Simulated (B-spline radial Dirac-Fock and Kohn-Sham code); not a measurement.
**Photoelectron lines of Nd at 130 eV**

System: the Nd atom, configuration 1s2 2s2 2p6 3s2 3p6 3d10 4s2 4p6 4d10 4f4 5s2 5p6 6s2.

Level of theory: a relativistic central-field model (Hartree-Slater potential of the initial state, Latter tail, multipole expansion of the photon field, Dirac-Fock thresholds); a radial atomic solver. The asymmetry parameter β is from the dipole term alone. Kinetic energies are from the vacuum level. Open shells are spread statistically over j, without multiplet splitting.

The last column is dσ/dΩ = σ/(4π) · [1 − (β/2) P₂(cos θ)] at θ = 90° from the beam of unpolarised light.

```tsv
subshell	electrons	binding (eV)	kinetic (eV)	σ (kb)	β	dσ/dΩ (kb/sr)
N4 (4d3/2)	4	128.4	1.57	552	-0.55	37.9
N5 (4d5/2)	6	124.5	5.48	1240	-0.85	78.1
N6 (4f5/2)	1.71	4.97	125.0	1200	0.46	106
N7 (4f7/2)	2.29	4.59	125.4	?	?	?
O1 (5s)	2	48.26	81.74	106	1.88	12.5
O2 (5p1/2)	2	28.00	102.0	62.1	-0.06	4.87
O3 (5p3/2)	4	24.97	105.0	157	0.00	12.5
P1 (6s)	2	4.56	125.4	11.0	1.92	1.29
```

**Question.** What are σ and β for N7 (4f7/2)?

**Answer.** σ = 1590 kb, the largest of all subshells and 32 % of the total, and β = 0.46, which gives dσ/dΩ = 141 kb/sr.

At such low photon energies correlation between channels can change these cross sections by tens of per cent.

Run: 9.0 s of CPU time on 1 thread of Neoverse-N1 (shared host), peak memory 0.43 GiB.

Values without a named source are computed, but for edge energies of neutral atoms, which are taken from tables.
